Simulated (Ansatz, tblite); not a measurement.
Cost and result up the ladder for CuMe2 (C2H6Cu) (9 atoms). Total charge 0; doublet. Geometry: r2SCAN-D4/def2-TZVP.

```csv
atom,x (Å),y (Å),z (Å)
Cu1,0.000,0.000,0.000
C2,0.563,0.024,1.844
H3,0.556,1.048,2.233
H4,1.578,-0.377,1.940
H5,-0.109,-0.585,2.458
C6,-0.563,-0.024,-1.844
H7,-1.606,0.302,-1.931
H8,-0.481,-1.035,-2.257
H9,0.061,0.647,-2.444
```

Ansatz on 4 threads of Arm Neoverse V1 on a shared host; xTB runs through tblite on one thread. Times are rough, summed over both states, and most runs start from the orbitals of an earlier one. CCSD(T)/def2-TZVP serves as the yardstick here, not as an exact answer. The other state is a triplet.

The xTB rows come from tblite. Correlated methods freeze 11 core orbitals. In CCSD on the charge 1 triplet the largest single amplitude is 0.23, so its Hartree–Fock determinant may place the open shell otherwise than the density functionals do. HOMO above LUMO, or a gap near zero within one spin, warns that the state may not be the lowest or that an electron is smeared out. No other spin state of charge 0 was run.

Run but left out: PBE-D4/def2-TZVP (doublet: an occupied level 0.36 eV above an empty one).

Correlated methods converge slowly with the basis.

Raw xTB energies of ions are shifted by several eV, and xTB has no spin-polarisation term.

| level | functions | vertical IE (eV) | difference from CCSD(T)/def2-TZVP (eV) | remarks |
| --- | --- | --- | --- | --- |
| GFN2-xTB | 23 | 13.77 | 5.20 | – |
| CCSD(T)/def2-TZVP | 143 | 8.57 | 0.00 | – |
| GFN1-xTB | 29 | 13.91 | 5.34 | – |
| r2SCAN-D4/def2-TZVP | 143 | 8.50 | -0.08 | gap within one spin near zero (doublet) |
| PBE0-D4/def2-TZVP (with forces) | 143 | 8.55 | -0.02 | – |

Problem. Estimate how long each takes.

Solution. GFN2-xTB 0.007 s; GFN1-xTB 0.009 s; PBE0-D4/def2-TZVP (with forces) 6.3 s; r2SCAN-D4/def2-TZVP 9.1 s; CCSD(T)/def2-TZVP 1.7 min. On shared hardware such times vary by a factor of up to 3.
